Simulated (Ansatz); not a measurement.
C4H6F2O (`F[C@@H]1CC[C@H](F)O1`). The species carries charge 0 and has multiplicity 1.

Z-matrix (Å, degrees):
```
C
C 1 1.527
O 1 1.396 2 107.2
F 1 1.373 2 110.3 3 119.3
H 1 1.092 2 115.6 3 -120.2
C 2 1.526 1 103.7 3 6.5
H 2 1.089 1 111.9 3 128.8
H 2 1.090 1 108.0 3 -112.1
C 3 1.386 1 110.3 2 15.5
H 6 1.092 2 111.4 1 92.4
H 6 1.089 2 114.1 1 -144.2
F 9 1.380 3 110.1 1 86.9
H 9 1.091 3 108.1 1 -156.6
```

Question: List the harmonic frequencies (cm⁻¹, unscaled) at PBE0-D4/def2-TZVP in Ansatz. (Estimate.)

Answer: Computed: 66, 136, 400, 415, 481, 545, 674, 805, 852, 888, 940, 1004, 1005, 1054, 1091, 1100, 1169, 1216, 1246, 1303, 1330, 1356, 1384, 1401, 1412, 1471, 1490, 3089, 3100, 3105, 3126, 3149, 3161.

Question: Is this a minimum?

Answer: Yes, all 33 modes are real.

Question: Give the ideal-gas thermochemistry at 298.15 K and 1 bar (rigid rotor, harmonic oscillator; point group C1, symmetry number 1).

Answer: Zero-point energy 269.0 kJ/mol; H(298) − E = 287.1 kJ/mol; entropy 330.4 J/(mol·K), of which translation 167.3, rotation 113.4, vibration 49.8; G(298) − E = 188.6 kJ/mol. Modes under 100 cm⁻¹ are hindered rotations or soft bends, so the harmonic entropy is rough.
